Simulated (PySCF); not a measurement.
Saddle point of AlH$_{3}$SOF$_{2}$, singlet (AlHOF₂ ([OH][Al]([F])[F]) + H₂S → AlHSF₂ ([F][Al]([F])[SH]) + H₂O (still joined by a long Al–O bond); bonds formed: O2–H5; dative contacts that become bonds: Al1–S6; bonds broken: H5–S6; bonds weakened to dative contacts: Al1–O2), PBE0-D4/def2-TZVP structure:

```json
{"atom": "Al1", "x (Å)": "-0.5136", "y (Å)": "0.6397", "z (Å)": "-0.2905"}
{"atom": "O2", "x (Å)": "1.2231", "y (Å)": "0.2121", "z (Å)": "-0.3517"}
{"atom": "F3", "x (Å)": "-1.2148", "y (Å)": "0.6732", "z (Å)": "-1.7806"}
{"atom": "F4", "x (Å)": "-0.9082", "y (Å)": "1.7849", "z (Å)": "0.8225"}
{"atom": "H5", "x (Å)": "0.7169", "y (Å)": "-0.9473", "z (Å)": "0.1537"}
{"atom": "S6", "x (Å)": "-0.6302", "y (Å)": "-1.5256", "z (Å)": "0.6762"}
{"atom": "H7", "x (Å)": "1.7579", "y (Å)": "0.2147", "z (Å)": "-1.1486"}
{"atom": "H8", "x (Å)": "-0.4312", "y (Å)": "-1.0515", "z (Å)": "1.9189"}
```

Energies are electronic, without zero-point energy. Barriers and step energies count from the start structure reached by relaxing down the imaginary mode; all methods use the PBE0-D4 structures, on which another method's saddle can fall below an end. Computed with PySCF 2.14 with density fitting (its default auxiliary sets; JK sets also for MP2 and CCSD(T)) (basis: def2-TZVPP, with def2-QZVPP for the basis limit); correlated methods freeze the cores. B3LYP uses VWN-RPA correlation. Extrapolation: Hartree–Fock as exp(−7.88 √X), correlation as X^−2.97.

| method | barrier (kcal/mol) | step energy (kcal/mol) |
| --- | --- | --- |
| SPW92 | 1.18 | -6.21 |
| PBE-D4 | 5.68 | -4.76 |
| r2SCAN-D4 | ? | -5.01 |
| PBE0-D4 | 8.10 | -5.96 |
| B3LYP-D4 | 10.65 | -3.63 |
| BHLYP-D4 | 13.74 | -4.77 |
| wB97M-V | ? | -5.30 |
| HF | ? | -5.53 |
| MP2 | 10.31 | -4.98 |
| CCSD | 13.72 | -4.74 |
| CCSD(T) | 11.93 | -4.79 |

Fill in the withheld barriers. (Judge from chemistry; the value comes from the calculation.)

By the calculation: wB97M-V 11.02; HF 20.94; r2SCAN-D4 7.52 kcal/mol. Each is the energy of the saddle less that of the start structure, by the same method.

For comparison, the barrier by CCSD(T) at an estimated basis limit (MP2 extrapolated from triple and quadruple zeta, plus CCSD(T) − MP2 in triple zeta) is 11.27 kcal/mol.

The T1 diagnostic stays at or below 0.013.

Labels in which every atom is bracketed show which atoms are joined, not bond orders.

For scale, one of the runs: CCSD(T)/def2-TZVPP, 219 basis functions, launched by `OMP_NUM_THREADS=4 python run.py`. The run took 20 min on 4 CPU threads of an AMD EPYC (shared host), with 4 GiB of host memory at its peak.
